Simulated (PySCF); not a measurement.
Structure with atom numbers: `[CH3:1][CH2:2][CH2:3][CH2:4][C:5]([NH2:6])=[O:7]`; H(Xn) means a hydrogen on atom n. Ha(N6) is cis to the C=O or C=S heteroatom; Hb(N6) is trans to the C=O or C=S heteroatom.

GIAO shifts from PySCF 2.14 on PBE0-D3(BJ)/def2-SVP geometries (one conformer, non-relativistic, equivalent nuclei averaged), against TMS at the same level and in the same medium; PCM means IEF-PCM chloroform.

Measured (solution, not stated per compound (mostly CDCl3 or CCl4); Pretsch, Buehlmann, Badertscher, Structure Determination of Organic Compounds, 4th ed. (2009)): H(C4) 2.22, H(C3) 1.60, H(C2) 1.37, H(C1) 0.93 ppm.

Which unscaled values do HF/pcSseg-1, gas; PBE0/pcSseg-1, PCM; WP04/pcSseg-1, PCM; wB97X-D/pcSseg-1, PCM give, and how close are they?

Answers


```
atoms  measured  HF/pcSseg-1, gas  PBE0/pcSseg-1, PCM  WP04/pcSseg-1, PCM  wB97X-D/pcSseg-1, PCM
H(C4)      2.22              1.62                2.04                1.99                   2.00
H(C3)      1.60              1.41                1.25                1.28                   1.23
H(C2)      1.37              0.88                1.09                1.05                   1.05
H(C1)      0.93              1.10                1.02                0.98                   1.02
```

Mean absolute error for 1H: HF/pcSseg-1, gas 0.36, PBE0/pcSseg-1, PCM 0.23, WP04/pcSseg-1, PCM 0.23, wB97X-D/pcSseg-1, PCM 0.25 ppm.

The C=O carbon of an acid or of an amide with N–H lies up to 10 ppm further downfield in solution, through hydrogen bonding that the calculation lacks.
